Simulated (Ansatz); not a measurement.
K3Na⁺ (the lowest doublet isomer of a short search), 4 atoms. Hardware: 2 threads of Arm Neoverse V2 on a shared host.

The 6-31G sets use Cartesian d functions. Correlated methods freeze 16 core orbitals; core or outer-core shells of Na, K are correlated, in sets that lack core-valence functions.

**Question.** How many basis functions does each of these Ansatz runs have, and roughly what does it cost? BHLYP/def2-TZVP, charge 1 quartet, energy, from earlier orbitals; MP2/def2-TZVP, charge 1 doublet, energy, from earlier orbitals; r2SCAN/def2-TZVP, charge 1 doublet, energy, from earlier orbitals; PBE0/def2-SVP, charge 1 doublet, energy with a search over starts; CCSD(T)/def2-TZVPP, charge 1 quartet, energy, from earlier orbitals; RPA@PBE/def2-TZVP, charge 1 doublet, energy, from earlier orbitals; PBE/def2-TZVP, charge 1 quartet, energy, from earlier orbitals; r2SCAN/def2-TZVP, charge 1 quartet, energy, from earlier orbitals; PBE0/def2-TZVP, charge 1 quartet, energy, from earlier orbitals; PBE0/def2-SVP, charge 1 doublet, energy, from earlier orbitals; HF/6-31G, charge 1 doublet, energy; CAM-B3LYP/def2-TZVP, charge 1 quartet, energy, from earlier orbitals.

**Answer.** Other jobs shared the machine, so times can vary by a factor of up to 3. A dash marks memory too small to be measured apart from the calling script's.

```json
{"run": "HF/6-31G, charge 1 doublet, energy", "functions": "100", "fitting or Cholesky vectors": "1011", "wall time": "2.1 s", "peak host memory (GiB)": "–"}
{"run": "MP2/def2-TZVP, charge 1 doublet, energy, from earlier orbitals", "functions": "131", "fitting or Cholesky vectors": "1259", "wall time": "4.7 s", "peak host memory (GiB)": "–"}
{"run": "PBE/def2-TZVP, charge 1 quartet, energy, from earlier orbitals", "functions": "131", "fitting or Cholesky vectors": "1252", "wall time": "6 s", "peak host memory (GiB)": "–"}
{"run": "PBE0/def2-SVP, charge 1 doublet, energy, from earlier orbitals", "functions": "87", "fitting or Cholesky vectors": "819", "wall time": "6.5 s", "peak host memory (GiB)": "–"}
{"run": "RPA@PBE/def2-TZVP, charge 1 doublet, energy, from earlier orbitals", "functions": "131", "fitting or Cholesky vectors": "1259", "wall time": "8.5 s", "peak host memory (GiB)": "–"}
{"run": "PBE0/def2-TZVP, charge 1 quartet, energy, from earlier orbitals", "functions": "131", "fitting or Cholesky vectors": "1259", "wall time": "9 s", "peak host memory (GiB)": "–"}
{"run": "CAM-B3LYP/def2-TZVP, charge 1 quartet, energy, from earlier orbitals", "functions": "131", "fitting or Cholesky vectors": "1259", "wall time": "9.5 s", "peak host memory (GiB)": "–"}
{"run": "BHLYP/def2-TZVP, charge 1 quartet, energy, from earlier orbitals", "functions": "131", "fitting or Cholesky vectors": "1259", "wall time": "10 s", "peak host memory (GiB)": "–"}
{"run": "PBE0/def2-SVP, charge 1 doublet, energy with a search over starts", "functions": "87", "fitting or Cholesky vectors": "819", "wall time": "12 s", "peak host memory (GiB)": "–"}
{"run": "r2SCAN/def2-TZVP, charge 1 quartet, energy, from earlier orbitals", "functions": "131", "fitting or Cholesky vectors": "1252", "wall time": "12 s", "peak host memory (GiB)": "–"}
{"run": "r2SCAN/def2-TZVP, charge 1 doublet, energy, from earlier orbitals", "functions": "131", "fitting or Cholesky vectors": "1252", "wall time": "17 s", "peak host memory (GiB)": "–"}
{"run": "CCSD(T)/def2-TZVPP, charge 1 quartet, energy, from earlier orbitals", "functions": "131", "fitting or Cholesky vectors": "1259", "wall time": "89 s", "peak host memory (GiB)": "1.9"}
```
